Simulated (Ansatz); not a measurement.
```xyz
3

N    -0.0496   -0.0014   -0.3088
O     0.0135    1.0454    0.1458
O    -0.0122   -1.0447    0.1424
```

Basis set: cc-pVDZ (spherical functions). Left uncorrelated: 3 orbitals. Charge 0, multiplicity 2.

Computed with Ansatz (development build ahead of 0.2.0); each method stands on the lowest determinant of its kind that the runs found.

The atomization energy at this shape (free ground-state atoms in the same class of orbitals less the molecule, no zero-point energy) of doublet NO2:

```tsv
method	atomization energy
UHF	196.9 kJ/mol
```

(1) What does UHF-MP2 give?

Answers

(1) 844.2 kJ/mol. Caution: the shape is not the minimum.
